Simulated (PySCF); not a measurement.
# Shifts of the heteroatoms

Cartesian coordinates in Å; atom numbers follow the order of the lines, from 1:
```xyz
22

Si    2.7337   -1.1783    0.4181
C     1.8210    0.4617    0.5399
C     0.5123    0.6511    0.2650
Si   -0.1953    2.3954    0.4170
C    -0.3874   -0.4758   -0.1466
C    -1.5504   -0.2550   -1.1427
C    -2.3937   -1.2458   -0.3211
C    -1.4415   -1.0021    0.8625
H     2.1275   -2.2180    1.3081
H     2.7229   -1.7148   -0.9798
H     4.1542   -0.9714    0.8322
H     2.4125    1.3263    0.8702
H    -0.5125    2.9694   -0.9285
H     0.8194    3.2634    1.0853
H    -1.4620    2.4145    1.2151
H     0.2181   -1.3303   -0.4977
H    -1.9546    0.7682   -1.0694
H    -1.3593   -0.4712   -2.2045
H    -2.3031   -2.2721   -0.7092
H    -3.4611   -1.0218   -0.1794
H    -1.8028   -0.1898    1.5124
H    -1.1493   -1.8522    1.4968
```

[PySCF: PBE0-D3(BJ)/def2-SVP geometry; shielding tensors at PBE0/pcSseg-1 (GIAO); no solvent model; one computed conformer; non-relativistic Hamiltonian; equivalent nuclei averaged]

What are the ²⁹Si shifts?

Results:


| atoms | environment | σ (ppm) | δ (ppm) |
| --- | --- | --- | --- |
| Si4 | silicon bonded to C, 3 H | 420.4 | -70.6 |
| Si1 | silicon bonded to C, 3 H | 439.4 | -86.3 |

Shieldings were converted by a linear fit to measured shifts: ²⁹Si: δ = 279.39 − 0.832σ (rms 9.7 ppm, 87 shifts, 23.4 ppm with the 5 outliers that the fit left out vs TMS, solution or neat liquid). Occasional misses reach two or three times the rms, and more in compound classes unlike the fitted ones.

On a 600 MHz spectrometer ²⁹Si resonates near 119.2 MHz, so 1 ppm is 119.2 Hz.
